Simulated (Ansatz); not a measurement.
`[NH2][Nb](=[O])([OH])[Cl]` + HCl → `[NH2][Nb](=[O])([Cl])[Cl]` + H₂O  (ligand exchange at the Nb–O bond)

Gas-phase electronic energies from Ansatz, PBE0-D4/def2-TZVP geometries. CCSD(T)/CBS adds triple-zeta CCSD(T) − MP2 to the extrapolated MP2 energy (def2 sets, frozen cores). This one scheme is used for every species. Functionals use def2-TZVPP. B3LYP here is the variant with VWN-RPA as its local correlation; programs differ in this. HSE06 is defined as in plane-wave codes. Elements past krypton have def2 core potentials. For Nb outer-core shells are correlated without core-valence functions, which leaves a few kJ/mol of doubt a bond. One conformer a species, not always the lowest.

| level | ΔE (kJ/mol) | difference from CCSD(T)/CBS |
| --- | --- | --- |
| LDA (SPW92) | -35.3 | 9.4 |
| PBE-D4 | -40.3 | 4.4 |
| revPBE-D4 | -40.4 | 4.3 |
| BLYP-D4 | -36.0 | 8.7 |
| r2SCAN-D4 | -40.3 | 4.4 |
| B97M-V | -41.3 | 3.4 |
| PBE0-D4 | -43.1 | 1.6 |
| B3LYP-D4 | -38.4 | 6.3 |
| r2SCANh-D4 | -41.4 | 3.3 |
| r2SCAN0-D4 | -42.7 | 2.0 |
| HSE06-D4 | -43.6 | 1.1 |
| BHLYP-D4 | -40.6 | 4.1 |
| ωB97M-V | -37.0 | 7.7 |
| B2PLYP | -41.2 | 3.5 |
| PBE-QIDH | -46.9 | -2.2 |
| PBE | -38.8 | 5.9 |
| revPBE | -39.5 | 5.2 |
| BLYP | -33.4 | 11.3 |
| r2SCAN | -40.0 | 4.7 |
| PBE0 | -41.7 | 3.0 |
| B3LYP | -35.9 | 8.8 |
| r2SCANh | -41.0 | 3.7 |
| r2SCAN0 | -42.2 | 2.5 |
| HSE06 | -42.2 | 2.5 |
| CAM-B3LYP | -30.6 | 14.1 |
| RPA@PBE/def2-TZVPP | -37.9 | 6.8 |
| HF/def2-SVP | -32.7 | 12.0 |
| MP2/def2-SVP | -40.0 | 4.7 |
| CCSD/def2-SVP | -30.1 | 14.6 |
| HF/def2-TZVPP | -36.6 | 8.1 |
| MP2/def2-TZVPP | -52.3 | -7.6 |
| SCS-MP2/def2-TZVPP | -46.3 | -1.6 |
| CCSD/def2-TZVPP | -38.3 | 6.4 |
| CCSD(T)/def2-TZVPP | -41.1 | 3.6 |
| HF/def2-QZVPP | -37.6 | 7.1 |
| MP2/def2-QZVPP | -54.7 | -10.0 |
| SCS-MP2/def2-QZVPP | -48.8 | -4.1 |
| HF/CBS(def2) | -37.8 | 6.9 |
| MP2/CBS(def2) | -55.8 | -11.1 |
| CCSD/CBS(def2) | -41.9 | 2.8 |
| CCSD(T)/CBS | -44.7 | 0 |

Largest T1 diagnostic among the species: 0.022, so the coupled-cluster value is less sure than usual.

At CCSD(T), def2-SVP lies +12.8 kJ/mol from the extrapolated value and def2-TZVPP +3.6 kJ/mol. From BLYP to BHLYP (50 % exact exchange), in def2-TZVPP and without D4, ΔE moves by −3.9 kJ/mol. Leaving LDA and LC-ωPBE aside and taking each functional with its dispersion term where it has one, the values, not all of them listed here, spread over 14.6 kJ/mol, from PBE-QIDH to CAM-B3LYP-D4. LDA lies +3.5 kJ/mol from PBE without D4.
